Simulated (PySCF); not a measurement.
**Removal energies of Cs²⁷⁺ from EOM-IP-GCCSD**

Reference: closed-shell Cs²⁷⁺, [Ar] 3d10; one electron is removed. Calculated with PySCF 2.14, two-component X2C-1e with screened spin-orbit coupling, an uncontracted even-tempered set (19 s from 1.3 bohr⁻², ratio 2.6; 15 p from 1.7 bohr⁻², ratio 2.6; 10 d from 1.7 bohr⁻², ratio 2.6; 6 f from 1.8 bohr⁻², ratio 2.8); frozen [Ar]; the 100 highest virtual spinors dropped; of the others 70 kept and the rest restored at second order. No Breit or QED terms. Binding energies in eV.

```csv
level,Koopmans,second order,EOM-CCSD
3d3/2,1613.0,1612.0,1612.2
3d5/2,1597.5,1596.7,1596.8
```

For comparison, the ionisation energy of Cs²⁷⁺ is 1592 ± 4 eV (theoretical estimate listed by NIST; NIST Atomic Spectra Database, ionization energies).
